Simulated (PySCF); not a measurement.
GaBr2, SMILES [Br][Ga][Br], multiplicity 2. Atoms are numbered in the order given.

```xyz
3

Ga     0.0000     0.0000     0.8103
Br     0.0000    -2.0356    -0.3588
Br     0.0000     2.0356    -0.3588
```
Charge 0, spin multiplicity 2.

Coordinates come from a B3LYP-D3(BJ)/def2-SVP optimisation. The spin state was assumed, not searched. The isomer is the one that the SMILES or the coordinates give; other isomers of the formula were not compared.

Computed with PBE/def2-TZVPD (PySCF).

Mulliken values depend strongly on the basis, most of all with diffuse functions as here. ESP charges are fitted to the potential on shells at 1.4 to 2.0 van der Waals radii. Atomic charges (e):

| atom | ESP fit | Mulliken | Mulliken spin |
|---|---|---|---|
| Ga1 | … | 0.45 | 0.65 |
| Br2 | … | -0.23 | 0.17 |
| Br3 | … | -0.23 | 0.17 |

Question: Fill in the missing entries. (Estimate from the structure and the level; the computed values follow.)

Answer: 
- Ga1, ESP fit: 0.30
- Br2, ESP fit: -0.15
- Br3, ESP fit: -0.15
